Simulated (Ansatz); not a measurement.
`CCCCOC(=O)CCCl` + `CC` → `CCCOC(=O)CCCl` + `CCC`  (formal exchange of groups at a C–C bond)

Gas-phase electronic energies from Ansatz, PBE0-D4/def2-TZVP geometries. CCSD(T)/CBS is the MP2 limit (def2-TZVPP, def2-QZVPP) plus CCSD(T) − MP2 in def2-TZVPP, frozen cores. This one scheme is used for every species. Functionals use def2-TZVPP. B3LYP here is the variant with VWN-RPA as its local correlation; programs differ in this. One conformer a species, not always the lowest.

| level | ΔE (kcal/mol) | difference from CCSD(T)/CBS |
| --- | --- | --- |
| ωB97X-V | -0.1 | 0.1 |
| B2PLYP | -0.7 | -0.5 |
| PBE | -0.8 | -0.6 |
| r2SCAN | -0.5 | -0.3 |
| PBE0 | -0.8 | -0.6 |
| B3LYP | -1.1 | -0.9 |
| HF/def2-TZVPP | -1.7 | -1.5 |
| MP2/def2-TZVPP | -0.1 | 0.1 |
| SCS-MP2/def2-TZVPP | -0.4 | -0.2 |
| CCSD/def2-TZVPP | -0.4 | -0.2 |
| CCSD(T)/def2-TZVPP | -0.1 | 0.1 |
| HF/def2-QZVPP | -1.7 | -1.5 |
| MP2/def2-QZVPP | -0.1 | 0.1 |
| SCS-MP2/def2-QZVPP | -0.5 | -0.3 |
| HF/CBS(def2) | -1.7 | -1.5 |
| MP2/CBS(def2) | -0.1 | 0.1 |
| CCSD(T)/CBS | -0.2 | 0 |

Largest T1 diagnostic among the species: 0.012.

In def2-TZVPP, CCSD(T) changes the Hartree–Fock value by +1.6 kcal/mol (the triples alone add +0.3 kcal/mol) and MP2 by +1.6 kcal/mol. The D4 term adds +1.1 kcal/mol with B3LYP and +0.7 kcal/mol with PBE0; it sums over pairs of atoms, weighted by their polarisabilities, and B3LYP, whose exchange is more repulsive, gets the larger term.
